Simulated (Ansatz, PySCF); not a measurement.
Si(Cl)(OH)(NH2)2 (ClH5N2OSi), SMILES N[Si](O)(Cl)N. Atoms are numbered in the order given.

```xyz
10

N     -1.2626     1.4217     0.4346
Si    -0.1444     0.1455     0.3955
N      1.3938     0.7669     0.7913
O     -0.8315    -1.0212     1.3516
Cl     0.1871    -0.7876    -1.4487
H     -1.0454     2.3147     0.0115
H     -2.2567     1.2366     0.4803
H      2.2390     0.3404     0.4341
H      1.5414     1.2618     1.6628
H     -0.6004    -1.9251     1.1199
```

Coordinates come from a PBE0-D3(BJ)/def2-SVP optimisation. This is a generated structure with no PubChem entry under its InChIKey; it may be hypothetical. One conformer was computed; it need not be the lowest.

Two levels are set side by side: PBE-D3(BJ)/def2-SVP (Ansatz, a program for electronic structure) and PBE0-D3(BJ)/def2-SVP (Ansatz). Each level has its own optimised geometry; the coordinates shown are those of the second. Frequencies come from the Hessian of PySCF at each geometry. Differences are taken from unrounded values.

```json
[
 {"quantity": "mean bond length (Å)", "PBE0-D3(BJ)": "1.352"},
 {"quantity": "bond N1–Si2 (Å)", "PBE0-D3(BJ)": "1.697"},
 {"quantity": "bond Si2–N3 (Å)", "PBE0-D3(BJ)": "1.705"},
 {"quantity": "bond Si2–O4 (Å)", "PBE0-D3(BJ)": "1.658"},
 {"quantity": "bond Si2–Cl5 (Å)", "PBE0-D3(BJ)": "2.093"},
 {"quantity": "bond N1–H6 (Å)", "PBE0-D3(BJ)": "1.012"},
 {"quantity": "bond N1–H7 (Å)", "PBE0-D3(BJ)": "1.012"},
 {"quantity": "bond N3–H8 (Å)", "PBE0-D3(BJ)": "1.012"},
 {"quantity": "bond N3–H9 (Å)", "PBE0-D3(BJ)": "1.013"},
 {"quantity": "bond O4–H10 (Å)", "PBE0-D3(BJ)": "0.961"},
 {"quantity": "highest harmonic wavenumber (cm⁻¹)", "PBE0-D3(BJ)": "3940"},
 {"quantity": "mean harmonic wavenumber (cm⁻¹)", "PBE0-D3(BJ)": "1267"},
 {"quantity": "zero-point energy (kcal/mol)", "PBE0-D3(BJ)": "43.49"}
]
```

Task: What does PBE-D3(BJ) give, and how far is it from PBE0-D3(BJ)? (Estimate from the structure and the level; the computed values follow.)

Result: 
```
quantity                            PBE-D3(BJ)  PBE-D3(BJ) minus PBE0-D3(BJ)
----------------------------------  ----------  ----------------------------
mean bond length (Å)                     1.364                         0.013
bond N1–Si2 (Å)                          1.712                         0.015
bond Si2–N3 (Å)                          1.722                         0.016
bond Si2–O4 (Å)                          1.676                         0.018
bond Si2–Cl5 (Å)                         2.111                         0.018
bond N1–H6 (Å)                           1.021                         0.009
bond N1–H7 (Å)                           1.021                         0.009
bond N3–H8 (Å)                           1.021                         0.009
bond N3–H9 (Å)                           1.023                         0.010
bond O4–H10 (Å)                          0.973                         0.012
highest harmonic wavenumber (cm⁻¹)        3768                          -172
mean harmonic wavenumber (cm⁻¹)           1227                           -41
zero-point energy (kcal/mol)             42.09                         -1.40
```

GGA bonds tend to be longer and softer than those of functionals with exact exchange. Differences between two approximate levels are no errors against the true value.
